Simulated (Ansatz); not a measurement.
A nudged elastic band was laid between two geometries of C2H6SeTe (10 atoms, charge 0, multiplicity 1).

These are results of RKS PBE/def2-SVP (Ansatz), not measurements.

```yaml
movable_images: 7
climbing_image: yes
spring: 5.0 eV/Å²
optimiser: quadratic models (default)
start_path: IDPP
force_threshold: 0.05 eV/Å
iteration_limit: 60
end_points: relaxed
```

Initial state:

```xyz
10
Properties=species:S:1:pos:R:3
C -0.163 1.033 0.180
C -0.409 -0.454 -0.016
Se 0.843 -1.621 0.979
Te -0.316 -1.091 -2.126
H 0.863 1.319 -0.124
H -0.885 1.635 -0.410
H -0.285 1.305 1.251
H -1.442 -0.739 0.267
H 0.632 -0.950 2.299
H 1.245 -0.487 -2.297
```

Final state:

```xyz
10
Properties=species:S:1:pos:R:3
C -0.172 1.262 0.031
C -0.368 -0.242 0.196
Se 0.958 -0.908 1.508
Te -0.370 -1.325 -1.735
H 0.830 1.500 -0.378
H -0.929 1.680 -0.661
H -0.274 1.779 1.011
H -1.377 -0.468 0.592
H 0.524 -2.325 1.431
H 1.261 -1.003 -1.990
```

(1) What changes between the two ends?

(2) What energy profile does the band end with?

(3) What is the geometry of the highest image?

(4) What are the harmonic wavenumbers there?

Answers

(1) No bond is made or broken. The dihedral H8–C2–Se3–H9 goes from -73 to 60°.

(2) The run converged. The highest image is number 4 of 0 to 8, 10.5 kJ/mol above the first end and 7.9 kJ/mol above the last; the last end lies 2.6 kJ/mol above the first. A vibrational analysis at the climbing image gives one clearly imaginary mode, 199i cm⁻¹: a first-order saddle point.

```
image  path coordinate (Å)  energy (kJ/mol)  dihedral H8–C2–Se3–H9 (°)
    0                 0.00              0.0                        -73
    1                 0.34              1.5                        -59
    2                 0.67              5.3                        -42
    3                 1.01              9.0                        -24
    4                 1.35             10.5                         -6
    5                 1.68              9.1                         12
    6                 2.01              6.1                         29
    7                 2.34              3.5                         46
    8                 2.68              2.6                         60
```

(3) 
```xyz
10
Properties=species:S:1:pos:R:3:forces:R:3
C -0.092 1.185 0.000 0.01 0.00 0.00
C -0.298 -0.321 0.106 -0.01 -0.01 -0.01
Se 1.093 -1.180 1.241 0.01 0.00 0.01
Te -0.500 -1.282 -1.885 0.00 0.00 0.00
H 0.883 1.432 -0.467 0.00 0.00 0.00
H -0.888 1.648 -0.618 0.00 0.00 0.00
H -0.106 1.647 1.010 0.00 0.00 0.00
H -1.270 -0.564 0.576 0.00 0.00 0.00
H 0.144 -1.625 2.295 0.00 0.00 0.00
H 1.116 -0.992 -2.255 0.00 0.00 0.00
```

(4) 199i, 92, 144, 230, 270, 292, 409, 558, 635, 779, 933, 1002, 1053, 1083, 1204, 1337, 1399, 1410, 2052, 2351, 2963, 3046, 3055, 3068 cm⁻¹.

Run time: 120 s on 2 threads of Arm Neoverse V1 (shared host), peak memory 0.17 GiB.
